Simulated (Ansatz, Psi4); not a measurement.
# A ladder of methods for SnH2F2 (SMILES [F][SnH2][F])

SnH2F2: 5 atoms, total charge 0, spin state singlet. As SMILES, `[F][SnH2][F]`. Geometry: relaxed at PBE0-D4/def2-TZVP. The run starts from this shape.

```xyz
5

F    -0.3435   -0.3563    1.7414
Sn    0.1289   -0.0732   -0.0862
F    -1.2312    1.1107   -0.7124
H    -0.0874   -1.5471   -0.8891
H     1.5832    0.7921   -0.0950
```

Each level gives the adiabatic ionisation energy (to the doublet cation, no zero-point term) (eV). The values are calculated.

```json
{"level": "HF/STO-3G", "kind": "Hartree–Fock", "program": "Ansatz", "value (eV)": "5.97", "CPU time (all runs)": "9.9 s"}
{"level": "HF/3-21G", "kind": "Hartree–Fock", "program": "Ansatz", "value (eV)": "10.35", "CPU time (all runs)": "19 s"}
{"level": "PBE/def2-SVP (core potential)", "kind": "GGA", "program": "Ansatz", "value (eV)": "11.36", "CPU time (all runs)": "16 s"}
{"level": "r2SCAN/def2-SVP (core potential)", "kind": "meta-GGA", "program": "Ansatz", "value (eV)": "11.57", "CPU time (all runs)": "48 s"}
{"level": "PBE0/def2-SVPD (density fitting, core potential)", "kind": "global hybrid", "program": "Psi4", "value (eV)": "12.02", "CPU time (all runs)": "84 s"}
```

All-electron rows without a relativistic Hamiltonian named are non-relativistic, while core potentials hold scalar relativity, so basis and relativity change together. Spin-orbit coupling, which can split open shells on such heavy atoms by tenths of an eV, is left out. The values span 5.97 to 12.02 eV. Times are those of the runs behind each value, whatever else they computed, on shared processors of several kinds: orders of magnitude only.
